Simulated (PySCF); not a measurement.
## Calculated data, Cl2GeHO, Ge2H5O2

Calculation on a computer-drawn molecule: the log of a Hartree-Fock and frozen-core CCSD(T) single point meant for a local Hartree-Fock minimum, with one planted fault or none, to be diagnosed. Offsets are logged minus clean, where the clean run is the same molecule without the fault. The reference is restricted for singlets and unrestricted otherwise, and also for a bond in bohr or an excited solution. Adding or removing an electron swaps singlet and doublet. The excited solution moves the top pair (singlet) or top alpha electron (doublet) to the lowest empty orbital. Highest occupied and lowest empty are orbital energies over both spins, largest force is the largest gradient component, triples share is (T) over the correlation energy, the T1 limit is 0.02 restricted and 0.045 unrestricted, electrons count all cores, a negative frequency is imaginary (commonest isotopes), and the dipole is about the centre of nuclear charge; on germanium a core potential holds 10 electrons, which the energies leave out, and 3d is frozen in MP2 and coupled-cluster steps. Program: PySCF 2.14.0.

Common to all runs: meant charge 1; meant multiplicity 1; meant basis and core potential on germanium cc-pVDZ-PP ECP10MDF; logged SCF converged yes; logged CC converged yes; logged SCF stable within its kind yes; possible faults no fault, one electron removed, one electron added, multiplicity raised by two, geometry at a saddle point, SCF held on an excited solution, minimal basis STO-3G, one bond length entered in bohr, all coordinates scaled.

```json
{"entry": 1, "formula": "Cl2GeHO", "logged_structure": {"atoms_angstrom": [["O", -1.5143, 0.3578, -0.885], ["Ge", -0.6041, -0.391, 0.3226], ["Cl", 0.1408, 0.8327, 1.77], ["Cl", -0.2713, -2.4089, 0.3291], ["H", -1.8962, -0.1498, -1.5996]]}, "given": {"meant_basis": "cc-pV(D+d)Z", "logged_electrons": 74, "logged_basis_functions": 88, "logged_spin_squared": 0.0, "logged_highest_occupied [eV]": -19.076, "logged_lowest_empty [eV]": -4.7326, "logged_largest_force [hartree/bohr]": 2.5133e-05, "logged_lowest_frequency [cm^-1]": 157.19, "logged_T1_diagnostic": 0.015292, "logged_D1_diagnostic": 0.05922, "logged_triples_share": 0.027729, "logged_dipole_magnitude [debye]": 1.9046, "logged_energy_HF [hartree]": -1287.62906, "logged_energy_CCSD(T) [hartree]": -1288.21401, "drawn_bonds_atom": [1, 2, 2, 1], "drawn_bonds_other_atom": [2, 3, 4, 5], "drawn_bonds_order": [1, 1, 1, 1]}, "results": {"planted_fault": "no fault", "HF_energy_offset_from_clean_run [kcal/mol]": 0.0, "CCSD(T)_energy_offset_from_clean_run [kcal/mol]": 0.0}}
{"entry": 2, "formula": "Cl2GeHO", "logged_structure": {"atoms_angstrom": [["O", -1.5143, 0.3578, -0.885], ["Ge", -0.6041, -0.391, 0.3226], ["Cl", 0.1408, 0.8327, 1.77], ["Cl", -0.2713, -2.4089, 0.3291], ["H", -1.8962, -0.1498, -1.5996]]}, "given": {"meant_basis": "cc-pV(D+d)Z", "logged_electrons": 75, "logged_basis_functions": 88, "logged_spin_squared": 0.7572, "logged_highest_occupied [eV]": -6.5527, "logged_lowest_empty [eV]": 1.0283, "logged_largest_force [hartree/bohr]": 0.090221, "logged_T1_diagnostic": 0.084032, "logged_D1_diagnostic": 0.58658, "logged_triples_share": 0.02644, "logged_dipole_magnitude [debye]": 2.4779, "logged_energy_HF [hartree]": -1287.83582, "logged_energy_CCSD(T) [hartree]": -1288.42356, "drawn_bonds_atom": [1, 2, 2, 1], "drawn_bonds_other_atom": [2, 3, 4, 5], "drawn_bonds_order": [1, 1, 1, 1]}, "results": {"planted_fault": "one electron added", "HF_energy_offset_from_clean_run [kcal/mol]": -129.7, "CCSD(T)_energy_offset_from_clean_run [kcal/mol]": -131.5}, "notes": ["T1 above single-reference limit"]}
{"entry": 3, "formula": "Ge2H5O2", "logged_structure": {"atoms_angstrom": [["O", 1.9528, -1.5369, 0.7215], ["Ge", 1.7736, 0.0952, 0.1065], ["O", 0.2844, 0.9106, 0.3323], ["Ge", -0.9788, 2.3779, 0.1992], ["H", 1.2064, -1.977, 1.19], ["H", 3.0241, 0.6631, -0.6074], ["H", -1.2759, 2.7002, 1.6993], ["H", -0.1776, 3.4849, -0.5685], ["H", -2.1533, 1.7356, -0.6071]]}, "given": {"meant_basis": "cc-pVDZ", "logged_electrons": 84, "logged_basis_functions": 99, "logged_spin_squared": 0.0, "logged_highest_occupied [eV]": -16.959, "logged_lowest_empty [eV]": -3.8571, "logged_largest_force [hartree/bohr]": 0.025323, "logged_T1_diagnostic": 0.020271, "logged_D1_diagnostic": 0.078613, "logged_triples_share": 0.02715, "logged_dipole_magnitude [debye]": 1.8595, "logged_energy_HF [hartree]": -739.16851, "logged_energy_CCSD(T) [hartree]": -739.77636, "drawn_bonds_atom": [1, 2, 3, 1, 2, 4, 4, 4], "drawn_bonds_other_atom": [2, 3, 4, 5, 6, 7, 8, 9], "drawn_bonds_order": [1, 1, 1, 1, 1, 1, 1, 1]}, "results": {"planted_fault": "all coordinates scaled, by +3.3 %", "HF_energy_offset_from_clean_run [kcal/mol]": 6.407, "CCSD(T)_energy_offset_from_clean_run [kcal/mol]": 0.191}, "notes": ["T1 above single-reference limit"]}
{"entry": 4, "formula": "Ge2H5O2", "logged_structure": {"atoms_angstrom": [["O", 1.8904, -1.4878, 0.6985], ["Ge", 1.717, 0.0922, 0.1031], ["O", 0.2753, 0.8815, 0.3217], ["Ge", -0.9475, 2.3019, 0.1929], ["H", 1.1679, -1.9138, 1.152], ["H", 2.9275, 0.642, -0.588], ["H", -1.491, 2.8915, 2.937], ["H", -0.1719, 3.3735, -0.5503], ["H", -2.0845, 1.6801, -0.5877]]}, "given": {"meant_basis": "cc-pVDZ", "logged_electrons": 84, "logged_basis_functions": 99, "logged_spin_squared": 0.8752, "logged_highest_occupied [eV]": -13.898, "logged_lowest_empty [eV]": -3.8383, "logged_largest_force [hartree/bohr]": 0.009478, "logged_T1_diagnostic": 0.037559, "logged_D1_diagnostic": 0.1642, "logged_triples_share": 0.029897, "logged_dipole_magnitude [debye]": 2.0029, "logged_energy_HF [hartree]": -739.07267, "logged_energy_CCSD(T) [hartree]": -739.65645, "drawn_bonds_atom": [1, 2, 3, 1, 2, 4, 4, 4], "drawn_bonds_other_atom": [2, 3, 4, 5, 6, 7, 8, 9], "drawn_bonds_order": [1, 1, 1, 1, 1, 1, 1, 1]}, "results": {"planted_fault": "one bond length entered in bohr, row 6 of the drawn bonds", "HF_energy_offset_from_clean_run [kcal/mol]": 66.54, "CCSD(T)_energy_offset_from_clean_run [kcal/mol]": 75.43}}
```
